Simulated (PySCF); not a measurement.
PySCF input for ZrOCl₂, SMILES [O]=[Zr]([Cl])[Cl], multiplicity 1, PBE-D3(BJ)/def2-SVP. The structure is a stationary point at PBE-D3(BJ)/def2-SVP. The multiplicity is an assumed one; other spin states were not compared. The def2 effective core potentials stand for the cores of Zr; spin–orbit coupling is left out.

```python
import numpy as np
from pyscf import gto, scf, dft, df
from pyscf.hessian import thermo

mol = gto.M(
    atom='''
    Zr   -0.23263557   -0.31180026    0.00000000
    O     0.48185696   -1.90518170    0.00000001
    Cl    0.16031079    0.81510187   -2.06040374
    Cl    0.16031079    0.81510188    2.06040373
    ''',
    basis='def2-SVP',
    ecp={'Zr': 'def2-svp'},
    charge=0,
    spin=0,
    max_memory=1600,
    verbose=3,
)
mf = dft.RKS(mol, xc='pbe').density_fit(auxbasis='def2-universal-jkfit')
mf.disp = 'd3bj'
mf.grids.level = 3
mf.conv_tol = 1e-11
mf.max_cycle = 100
mf.kernel()

# [left out here: the lines that compute and print the analytic Hessian (its translational invariance restored by hand, since the grid's response is missing), thermochemistry and intensities]
```

Output:

```
converged SCF energy = -1042.09742670448

WARN: DFTD3 does not support analytical Hessian, using finite difference


WARN: Mole.unit (angstrom) is changed to Bohr

Mode                                 0                   1                   2
Irrep
Freq [cm^-1]                       64.3599            114.5308            186.3381
Reduced mass [au]                  37.8010             27.4866             18.9116
Force const [Dyne/A]                0.0923              0.2124              0.3869
Char temp [K]                      92.5995            164.7843            268.0990
Normal mode                   x     y     z       x     y     z       x     y     z
       0  Zr                 0.05  0.04 -0.00   -0.04  0.03 -0.00   -0.00  0.00  0.02
       1   O                -0.08 -0.02  0.00    0.11  0.10  0.00    0.00  0.00 -0.21
       2  Cl                -0.04 -0.04 -0.07    0.03 -0.06 -0.04    0.01 -0.05  0.02
       3  Cl                -0.04 -0.04  0.07    0.03 -0.06  0.04   -0.01  0.05  0.02
Mode                                 3                   4                   5
Irrep
Freq [cm^-1]                      364.4769            411.3546            948.2304
Reduced mass [au]                  38.8668             46.0144             18.2818
Force const [Dyne/A]                3.0421              4.5875              9.6849
Char temp [K]                     524.4010            591.8477           1364.2924
Normal mode                   x     y     z       x     y     z       x     y     z
       0  Zr                -0.02 -0.04  0.00    0.00  0.00  0.07    0.02 -0.04  0.00
       1   O                 0.01 -0.02 -0.00   -0.00 -0.00 -0.04   -0.10  0.21 -0.00
       2  Cl                 0.02  0.05 -0.09    0.02  0.04 -0.08   -0.00  0.00  0.00
       3  Cl                 0.02  0.05  0.09   -0.02 -0.04 -0.08   -0.00  0.00 -0.00
temperature 298.1500 [K]
pressure 101325.00 [Pa]
Rotational constants [GHz] 4.05970 1.62280 1.21766
Symmetry number 1
Zero-point energy (ZPE) 0.00476 [Eh]   12496.733 [J/mol]
                           tot       elec      trans        rot        vib
Entropy [J/mol/K]       340.732      0.000    173.380    117.506     49.846
Cv [J/mol/K]             63.418      0.000     12.472     12.472     38.474
Cp [J/mol/K]             71.732      0.000     20.786     12.472     38.474
Internal energy [J/mol]                      3718.434   3718.434  19805.486
Internal energy [Eh]   -1042.08705  -1042.09743
Enthalpy [J/mol]                             6197.391   3718.434  19805.486
Enthalpy [Eh]          -1042.08611
Gibbs free energy [J/mol]                  -45495.867 -31315.984   4944.022
Gibbs free energy [Eh] -1042.12480
mode   freq/cm-1   IR/(km/mol)
   1       64.36        28.706
   2      114.53        16.280
   3      186.34         2.776
   4      364.48        25.882
   5      411.35       107.782
   6      948.23       159.643
max |gradient| / (hartree/bohr): 0.0001821348030915275
APT charges: [ 1.9263 -0.7924 -0.5669 -0.5669]
```

Self-consistency was reached.
